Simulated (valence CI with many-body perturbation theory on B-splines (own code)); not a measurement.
# Level structure of Sm⁴⁸⁺

Calculated by relativistic CI+MBPT: four valence electrons over a frozen Dirac-Fock core [Ne], a basis of 9 s, 9 p, 8 d, 6 f, 3 g, 1 h functions for each j, with the one-electron correlation potential Σ1 (screened to all orders), the two-electron term Σ2, the three-electron term Σ3, Breit, model QED; selected single and double excitations, second order for the rest, scaled by the run's own slope (own B-spline code, finite nucleus).

No measured spectrum was set against this ion. As an estimate, large intervals hold to a few tenths of a per cent, small ones and those within an open d or f shell to about a per cent.

Levels 1 to 37 of 37, with energies above the lowest level, (3s^2 3p1/2^2) J=0. "Leading %" is the weight of the configuration and term that name the level; weights of strongly mixed levels are sums over their largest components and can fall short, so below about 35 % the name and the second component can differ from the true leading terms, or belong to a minority configuration. In the jj column 3d3/2^4 stands for four electrons in 3d with j = 3/2.

| No. | Configuration | Term | J | E (eV) | Leading % | Leading jj | Second component |
| --- | --- | --- | --- | --- | --- | --- | --- |
| 1 | 3s2 3p2 | 3P | 0 | 0.00 | 70 | 3s^2 3p1/2^2 (99 %) | 29 % 3s2 3p2 1S |
| 2 | 3s2 3p2 | 3P | 1 | 146.35 | 99 | 3s^2 3p1/2 3p3/2 (99 %) |  |
| 3 | 3s2 3p2 | 1D | 2 | 153.97 | 62 | 3s^2 3p1/2 3p3/2 (99 %) | 37 % 3s2 3p2 3P |
| 4 | 3s 3p3 | 3P° | 2 | 273.28 | 44 | 3s 3p1/2^2 3p3/2 (95 %) | 32 % 3s 3p3 5S° |
| 5 | 3s 3p3 | 3D° | 1 | 296.52 | 36 | 3s 3p1/2^2 3p3/2 (83 %) | 21 % 3s 3p3 1P° |
| 6 | 3s2 3p2 | 3P | 2 | 305.88 | 62 | 3s^2 3p3/2^2 (98 %) | 36 % 3s2 3p2 1D |
| 7 | 3s2 3p 3d | 3F° | 2 | 322.25 | 74 | 3s^2 3p1/2 3d3/2 (98 %) | 20 % 3s2 3p 3d 1D° |
| 8 | 3s2 3p2 | 1S | 0 | 322.35 | 69 | 3s^2 3p3/2^2 (98 %) | 29 % 3s2 3p2 3P |
| 9 | 3s2 3p 3d | 3D° | 1 | 355.26 | 47 | 3s^2 3p1/2 3d3/2 (84 %) | 23 % 3s2 3p 3d 1P° |
| 10 | 3s2 3p 3d | 3P° | 2 | 370.20 | 39 | 3s^2 3p1/2 3d5/2 (88 %) | 32 % 3s2 3p 3d 3D° |
| 11 | 3s2 3p 3d | 3F° | 3 | 371.62 | 53 | 3s^2 3p1/2 3d5/2 (94 %) | 22 % 3s2 3p 3d 3D° |
| 12 | 3s 3p3 | 3D° | 2 | 417.82 | 50 | 3s 3p1/2 3p3/2^2 (87 %) | 36 % 3s 3p3 5S° |
| 13 | 3s 3p3 | 3D° | 3 | 430.00 | 90 | 3s 3p1/2 3p3/2^2 (90 %) | 7 % 3s2 3p 3d 3F° |
| 14 | 3s 3p3 | 3P° | 0 | 439.44 | 88 | 3s 3p1/2 3p3/2^2 (88 %) | 11 % 3s2 3p 3d 3P° |
| 15 | 3s 3p3 | 3P° | 1 | 449.99 | 39 | 3s 3p1/2 3p3/2^2 (83 %) | 22 % 3s 3p3 3D° |
| 16 | 3s 3p3 | 1D° | 2 | 451.87 | 56 | 3s 3p1/2 3p3/2^2 (73 %) | 10 % 3s2 3p 3d 3D° |
| 17 | 3s 3p2 3d | 5F | 1 | 452.09 | 45 | 3s 3p1/2^2 3d3/2 (96 %) | 33 % 3s 3p2 3d 3D |
| 18 | 3s 3p2 3d | 3D | 2 | 457.44 | 28 | 3s 3p1/2^2 3d3/2 (93 %) | 24 % 3s 3p2 3d 5F |
| 19 | 3s 3p3 | 3S° | 1 | 460.22 | 36 | 3s 3p1/2 3p3/2^2 (94 %) | 22 % 3s 3p3 3P° |
| 20 | 3s 3p2 3d | 3D | 3 | 497.66 | 29 | 3s 3p1/2^2 3d5/2 (94 %) | 24 % 3s 3p2 3d 5D |
| 21 | 3s2 3p 3d | 3F° | 3 | 498.95 | 39 | 3s^2 3p3/2 3d3/2 (89 %) | 34 % 3s2 3p 3d 1F° |
| 22 | 3s2 3p 3d | 3D° | 2 | 499.88 | 42 | 3s^2 3p3/2 3d3/2 (74 %) | 17 % 3s2 3p 3d 1D° |
| 23 | 3s2 3p 3d | 3P° | 1 | 500.74 | 48 | 3s^2 3p3/2 3d3/2 (85 %) | 32 % 3s2 3p 3d 3D° |
| 24 | 3s2 3p 3d | 3P° | 0 | 501.97 | 88 | 3s^2 3p3/2 3d3/2 (88 %) | 11 % 3s 3p3 3P° |
| 25 | 3s 3p2 3d | 3F | 2 | 508.66 | 28 | 3s 3p1/2^2 3d5/2 (90 %) | 21 % 3s 3p2 3d 1D |
| 26 | 3s2 3p 3d | 3F° | 4 | 514.25 | 99 | 3s^2 3p3/2 3d5/2 (99 %) |  |
| 27 | 3s2 3p 3d | 3P° | 2 | 519.33 | 43 | 3s^2 3p3/2 3d5/2 (90 %) | 37 % 3s2 3p 3d 1D° |
| 28 | 3s2 3p 3d | 3D° | 3 | 542.40 | 52 | 3s^2 3p3/2 3d5/2 (91 %) | 43 % 3s2 3p 3d 1F° |
| 29 | 3s2 3p 3d | 1P° | 1 | 549.11 | 64 | 3s^2 3p3/2 3d5/2 (94 %) | 22 % 3s2 3p 3d 3P° |
| 30 | 3p4 | 3P | 2 | 575.36 | 30 | 3s 3p1/2 3p3/2 3d3/2 (49 %) | 14 % 3s 3p2 3d 5F |
| 31 | 3s 3p2 3d | 5D | 0 | 582.46 | 68 | 3s 3p1/2 3p3/2 3d3/2 (87 %) | 10 % 3s 3p2 3d 3P |
| 32 | 3s 3p2 3d | 5D | 1 | 584.98 | 54 | 3s 3p1/2 3p3/2 3d3/2 (98 %) | 21 % 3s 3p2 3d 5F |
| 33 | 3s 3p2 3d | 5F | 3 | 588.85 | 46 | 3s 3p1/2 3p3/2 3d3/2 (93 %) | 34 % 3s 3p2 3d 3F |
| 34 | 3s 3p2 3d | 5F | 2 | 589.73 | 30 | 3s 3p1/2 3p3/2 3d3/2 (60 %) | 19 % 3p4 3P |
| 35 | 3p4 | 1S | 0 | 595.82 | 40 | 3p1/2^2 3p3/2^2 (64 %) | 25 % 3p4 3P |
| 36 | 3s 3p3 | 3P° | 2 | 600.38 | 47 | 3s 3p3/2^3 (91 %) | 18 % 3s 3p3 1D° |
| 37 | 3s 3p2 3d | 3F | 4 | 601.29 | 29 | 3s 3p1/2 3p3/2 3d3/2 (88 %) | 29 % 3s 3p2 3d 5F |

The ionisation energy to 3s2 3p 2P°_1/2 of the next ion comes out as 4228.4 eV (NIST: 4227 ± 4 eV (theoretical)). All 37 levels together are meant to be complete up to 605.76 eV.
